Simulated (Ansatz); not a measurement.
BH6NO2Si can be A, `OBN[SiH2]O`, or B, `NB(O)O[SiH3]`.

Computed with Ansatz on PBE0-D4/def2-TZVP structures; ΔE is electronic, products minus reactants. CCSD(T)/CBS is the MP2 limit (def2-TZVPP, def2-QZVPP) plus CCSD(T) − MP2 in def2-TZVPP, frozen cores. Functionals use def2-TZVPP. B3LYP here is the variant with VWN-RPA as its local correlation; programs differ in this. Each species was taken in one conformer, which may not be the lowest.

Problem. Which isomer does CCSD(T)/CBS put lower? Give the gap. (Best estimate.)

Solution. Ansatz gave: B, by 53.8 kJ/mol.

Problem. Give E(B) − E(A) in kJ/mol with HF/def2-TZVPP, B2PLYP, B3LYP-D4, CCSD(T)/def2-SVP, PBE0-D4, CCSD(T)/def2-TZVPP, MP2/def2-TZVPP. (Best estimate.)

Solution. Computed: HF/def2-TZVPP -71.8, B2PLYP -57.2, B3LYP-D4 -58.2, CCSD(T)/def2-SVP -78.5, PBE0-D4 -56.0, CCSD(T)/def2-TZVPP -56.1, MP2/def2-TZVPP -53.1. None reverses the order clearly.

Problem. Does the order hold for the free energy at 298.15 K (harmonic terms from PBE0-D4)? (An estimate is asked.)

Solution. Computed: Yes: G(B) − G(A) = -55.6 kJ/mol, for one conformer each. Modes under 60 cm⁻¹, often nearly free rotors, make the harmonic entropy too high.

Largest T1 diagnostic: 0.012.

From BLYP to BHLYP (50 % exact exchange), in def2-TZVPP and without D4, E(B) − E(A) moves by −7.5 kJ/mol. At CCSD(T), def2-SVP lies −24.7 kJ/mol from the extrapolated value and def2-TZVPP −2.2 kJ/mol.
